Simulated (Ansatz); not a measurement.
## How methods differ on SnTe (SMILES [Sn][Te])

SnTe has 2 atoms, charge 0, and is taken as a singlet. As SMILES, `[Sn][Te]`. The shape comes from GFN2-xTB, which is rough for such elements, and wasn't checked as a minimum.

```csv
atom,x (Å),y (Å),z (Å)
Sn,0.0000,0.0000,0.0000
Te,0.0000,0.0000,2.5368
```

Quantity: the energy change with the Sn1–Te2 bond stretched from 2.537 to 5.074 Å, in eV. The values are calculated.

| level | kind | program | value (eV) | less FCI/STO-3G |
| --- | --- | --- | --- | --- |
| HF/STO-3G (restricted) | Hartree–Fock | Ansatz | 7.40 | +2.34 |
| SVWN5/STO-3G (restricted) | LDA | Ansatz | 7.42 | +2.36 |
| BLYP/STO-3G (restricted) | GGA | Ansatz | 6.75 | +1.69 |
| PBE0/STO-3G (restricted) | global hybrid | Ansatz | 8.29 | +3.23 |
| r2SCAN0/STO-3G (restricted) | hybrid meta-GGA | Ansatz | 8.51 | +3.45 |
| wB97X/STO-3G (restricted) | range-separated hybrid | Ansatz | 8.18 | +3.12 |
| BCCD(T)/STO-3G (restricted) | coupled cluster or CI | Ansatz | 7.84 | +2.78 |
| CCSD(T)/STO-3G (restricted) | coupled cluster or CI | Ansatz | 7.85 | +2.79 |
| FCI/STO-3G | exact in the basis | Ansatz | 5.06 | 0.00 |

FCI/STO-3G is exact within its basis and frozen core, so for wave-function methods in that basis the difference is their error; functionals converge differently with the basis, so for them it is only a difference. A spin-restricted reference rises too steeply as a bond breaks; here HF/STO-3G, SVWN5/STO-3G, BLYP/STO-3G, PBE0/STO-3G, r2SCAN0/STO-3G, wB97X/STO-3G, BCCD(T)/STO-3G, CCSD(T)/STO-3G lie well above the multireference or unrestricted value. All-electron rows without a relativistic Hamiltonian named are non-relativistic. The first shape isn't each level's own minimum. The values span 5.06 to 8.51 eV. All rows use very small basis sets, so none should be taken for the real molecule's value. In the correlated wave-function rows the outer d shell of Sn, Te is correlated, in sets not made for it.
